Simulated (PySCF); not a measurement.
SMILES [SH3+] (charge +1) at its PBE0/def2-SVP optimised geometry (Å):

```
4

S     -0.6251    -0.6797     0.0000
H      0.7390    -0.6797     0.0000
H     -0.7390    -0.8036    -1.3537
H     -0.7390     0.6797     0.0000
```

Calculation: PBE0/def2-TZVP (PySCF). Cells within 0.4 Å of a nucleus heavier than hydrogen are left out (blank, or x).

Map of the HOMO amplitude (bohr^(-3/2)) on the plane z = 0.0 Å; orbital energy -18.13 eV, overall sign arbitrary:

```
|3333333333333333333333333333333|
|3333333333333333333333333333333|
|3333333333333333333333333333333|
|3333333333333333333333333333333|
|3333333333333333333333333333333|
|3333333333333333333333333333333|
|3333333333333333333333333333333|
|3333333333222223333333333333333|
|3333333332222222233333333333333|
|3333333322222222223333333333333|
|3333333322111122222333333333333|
|3333333322100111222233333333333|
|3333333322100011122223333333333|
|3333333332100001112222333333333|
|3333333333210000111222233333333|
|3333344444321000011122223333333|
|3333444555431000001112223333333|
|33344455665xxx00000012223333333|
|3334445678xxxx11000011223333333|
|3334455789xxxx32110012223333333|
|33344557899xxx43221112223333333|
|3334455689998754322222233333333|
|3334445678898764433222333333333|
|3333445567777654433333333333333|
|3333444555666554433333333333333|
|3333344445555544433333333333333|
|3333334444444444333333333333333|
|3333333444444443333333333333333|
|3333333333333333333333333333333|
|3333333333333333333333333333333|
|3333333333333333333333333333333|
```
Scale: ten equal steps from -0.127 (start of '0') to 0.244 (end of '9'), in the order '0123456789'; x runs from -3.00 to 3.00, y from -3.00 (bottom) to 3.00 (top).
